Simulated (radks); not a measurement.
Results of a calculation; reference values are marked as such.
Species: the samarium ion Sm1.5+. Configuration: [Xe] 4f4 6s1 6p1.5 (fractional occupations, a model configuration). Code: a radial shooting solver on a logarithmic mesh with Libxc functionals. Model: scalar-relativistic Kohn-Sham, SCAN, spin-unpolarised, spherical densities, finite nucleus; meta-GGA in the generalised Kohn-Sham scheme; Fermi nuclear charge, rms radius 5.0819 fm.

Normalised radial functions P(r) = r R(r), r in bohr:

r,4f,6s,6p
0.002371,0.0000,0.0315,0.0015
0.003741,0.0000,0.0429,0.0032
0.005902,0.0000,0.0548,0.0069
0.009386,0.0000,0.0624,0.0147
0.01481,0.0001,0.0556,0.0291
0.02337,0.0006,0.0215,0.0519
0.03716,0.0030,-0.0439,0.0776
0.05863,0.0136,-0.0981,0.0785
0.0925,0.0540,-0.0524,0.0140
0.1471,0.1814,0.1031,-0.0985
0.2321,0.4619,0.1069,-0.0864
0.3662,0.8575,-0.1529,0.1174
0.5825,1.0890,-0.1112,0.1284
0.919,0.9037,0.2940,-0.2028
1.45,0.4941,0.1273,-0.2290
2.306,0.1613,-0.5003,0.2769
3.638,0.0272,-0.5918,0.5963
5.74,0.0016,-0.1941,0.3138
9.129,0.0000,-0.0123,0.0384

4f: eigenvalue -31.316 eV, 0 radial nodes, <r> = 0.854 bohr, 90 % of the charge inside 1.43 bohr. 6s: eigenvalue -15.284 eV, 5 radial nodes at r = 0.0278, 0.110, 0.286, 0.661, 1.60 bohr, <r> = 3.34 bohr, 90 % of the charge inside 4.75 bohr. 6p: eigenvalue -10.727 eV, 4 radial nodes at r = 0.0982, 0.288, 0.710, 1.85 bohr, <r> = 3.96 bohr, 90 % of the charge inside 5.62 bohr.
